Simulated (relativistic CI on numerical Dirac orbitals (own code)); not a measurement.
# Fe4+: 2p photoemission

Computed with this model: Dirac-Coulomb-Breit CI, KLI orbitals optimised for each configuration, model QED, valence Slater integrals scaled by 0.8, multiplet model of photoemission in the sudden approximation; configurations [Ar] 3d4 → [He] 2s2 2p5 3s2 3p6 3d4; 300 K; Lorentzian 0.5 eV and Gaussian 0.6 eV FWHM. Energies are those of the free ion, without screening or charge transfer. The energies are binding energies and can lie tens of eV above those of solids. S is read from ⟨S²⟩ = S(S + 1).

Field parameters in Wybourne normalisation: D3d B²₀ = −7Dσ, B⁴₀ = −14Dq − 21Dτ, B⁴₃ = −14√(10/7) Dq. The field is a parameter set, without covalency.

free ion: ground-state S = 2.00, centroid 794.18 eV. Peaks (eV, height): 788.1 (100), 790.0 (85), 794.1 (23), 802.4 (55), 804.1 (44), 805.9 (14), 807.6 (8).

D3d, 10Dq = 21750, Dσ = -1200, Dτ = -380 cm⁻¹: ground-state S = 1.98, centroid 794.21 eV. Peaks (eV, height): 787.9 (100), 789.4 (78), 793.2 (14), 795.2 (12), 802.2 (55), 803.3 (56), 806.3 (11).

Strongest unbroadened transitions for D3d, 10Dq = 21750, Dσ = -1200, Dτ = -380 cm⁻¹:

```
Energy (eV)  Relative strength
     787.44               85.4
     787.45               30.5
     787.67               32.6
     787.68               28.0
     787.78               32.6
     787.79               51.9
     787.80               67.4
     788.12               70.3
     788.29               21.6
     788.30              100.0
     788.31               53.2
     788.87               47.8
     789.49               27.8
     790.38               21.3
     790.75               21.5
     802.04               39.7
     802.13               23.9
     803.42               22.9
```
